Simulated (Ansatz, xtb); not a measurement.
C5H10OS: which of two isomers lies lower

Structure X is `COC1(S)CCC1`, a singlet and structure Y is `CO[C@@H]1CC[C@H]1S`, a singlet. Both are isolated molecules in the gas phase, relaxed with B3LYP-D3(BJ)/def2-SVP; each stands in its lowest conformer found.

Energies in hartree; the thermal terms are from GFN2-xTB frequencies at re-optimised GFN2-xTB minima (ideal gas, soft modes damped towards free rotors, one conformer each, 298.15 K, 1 atm) and include the zero-point energy:

|  | X | Y |
| --- | --- | --- |
| E, CCSD(T)/def2-SVP | −668.313428 | −668.309040 |
| E, MP2/def2-SVP | −668.203693 | −668.198631 |
| E, MP2/def2-TZVPP | −668.894184 | −668.890137 |
| zero-point energy | 0.138730 | 0.138771 |
| H(298 K) − E | 0.148105 | 0.148186 |
| G(298 K) − E | 0.105771 | 0.105282 |

Correct the CCSD(T) difference for the basis set by the MP2 change, then work out ΔE, ΔE₀, ΔH and ΔG for X → Y in kJ/mol (1 Eh = 2625.50 kJ/mol) and the equilibrium ratio [Y]/[X].

1. Differences Y − X: CCSD(T) +0.004388, MP2 in the small set +0.005062, MP2 in the large set +0.004047 Eh.
2. ΔE = +0.004388 + (+0.004047 − (+0.005062)) = +0.003373 Eh = +8.86 kJ/mol.
3. ΔE₀ = ΔE + ΔZPE = +0.003373 + (+0.000041) Eh = +8.96 kJ/mol.
4. ΔH = ΔE + (+0.000081) Eh = +9.07 kJ/mol.
5. ΔG = ΔE + (−0.000489) Eh = +7.57 kJ/mol, so ΔS = (ΔH − ΔG)/T = +5.0 J/(mol K).
6. kT = 0.9442 mEh, so K = [Y]/[X] = exp(−ΔG/kT) = exp(−3.05) ≈ 0.047.

Structure X is favoured at this temperature. An error of 4 kJ/mol in ΔG would change K by a factor of 5. HF/STO-3G, HF/def2-SVP found them nearly level. Mirror images and further conformers aren't counted.

As drawn, both hold the same kinds of bond in the same numbers.

Other levels gave ΔE = +15.9 (GFN2-xTB); +1.1 (HF/STO-3G, GFN2-xTB geometries); +13.5 (r2SCAN-D4/def2-SVP, GFN2-xTB geometries); +10.7 (B3LYP-D3(BJ)/def2-SVP); +0.7 (HF/def2-SVP); +13.3 (MP2/def2-SVP); +11.5 (CCSD(T)/def2-SVP) kJ/mol. The correlated steps freeze 11 core orbitals. Programs: Ansatz 0.2.0, xtb 6.7.1.
